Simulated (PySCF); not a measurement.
C2H3O2, SMILES C(O)(=O)[CH2], multiplicity 2. Geometry: ωB97X-D3(BJ)/def2-SVP. The isomer is the one that the SMILES or the coordinates give; other isomers of the formula were not compared. The values are those of a single conformer.

Question: Give the equilibrium geometry at ωB97X-D3(BJ)/def2-SVP (PySCF confirms it by a frequency run) as a Z-matrix, and its point group. (Estimate from the structure and the level; the computed values follow.)

Answer: This is not unique; one that fits is point group Cs.
```
C
O 1 1.2137
O 1 1.3519 2 122.37
H 3 0.9697 1 106.22 2 0.00
C 1 1.4538 2 124.58 3 180.00
H 5 1.0909 1 117.97 2 0.00
H 5 1.0916 6 121.13 1 180.00
```
Charge 0, spin multiplicity 2.
